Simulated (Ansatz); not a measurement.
Consider the redistribution: `BCBC` + `O[Si](O)(Cl)[SiH](F)Cl` → `BCB(C)O` + `O[Si@H](Cl)[Si@H](F)Cl`.

Calculated with Ansatz (gas phase, PBE0-D4/def2-TZVP geometries, no zero-point term in ΔE). CCSD(T)/CBS is the MP2 limit (def2-TZVPP, def2-QZVPP) plus CCSD(T) − MP2 in def2-TZVPP, frozen cores. One conformer a species, not always the lowest.

```csv
species,CCSD(T)/CBS(def2) energy (Eh)
`BCBC`,-130.49141
`O[Si](O)(Cl)[SiH](F)Cl`,-1749.94422
`BCB(C)O`,-205.74139
`O[Si@H](Cl)[Si@H](F)Cl`,-1674.70446
```

Work out ΔE.

ΔE = (-205.74139) + (-1674.70446) − (-130.49141) − (-1749.94422) = -0.01022 Eh = -26.8 kJ/mol.

Largest T1 diagnostic among the species: 0.012.

From PBE to PBE0 (25 % exact exchange), in def2-TZVPP and without D4, ΔE moves by +4.6 kJ/mol. The D4 term adds +3.6 kJ/mol with B3LYP and +1.9 kJ/mol with PBE0; it sums over pairs of atoms, weighted by their polarisabilities, and B3LYP, whose exchange is more repulsive, gets the larger term.

B3LYP here is the variant with VWN-RPA as its local correlation; programs differ in this.
